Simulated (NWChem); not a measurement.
System: C2H2FI; SMILES F/C=C\I

Here is an NWChem input.

```
start job
memory heap 200 mb stack 900 mb global 1100 mb
geometry units angstroms noautoz
  F     -0.853488     2.374456     0.000000
  C      0.462925     2.155484     0.000000
  C      1.021757     0.936538     0.000000
  I     -0.091455    -0.838070     0.000000
  H      1.060959     3.083730     0.000000
  H      2.113563     0.819570     0.000000
end
basis spherical
  * library sto-3g
end
dft
  xc pbe0
  iterations 150
  mulliken
end
task dft energy
```

Coordinates come from a PBE-D3(BJ)/def2-SVP (def2 core potentials past Kr) optimisation.

**Question.** Predict the main results of this run. (PBE0/STO-3G, non-relativistic.) Quantities: basis functions; energy (Ha); highest occupied level (eV); orbital gap (eV); dipole (D).

**Answer.** The number of basis functions is 44 and the energy (Ha) is -7027.22. The highest occupied level (eV) is -4.40. The orbital gap (eV) is 7.63 and the dipole (D) is 1.75.
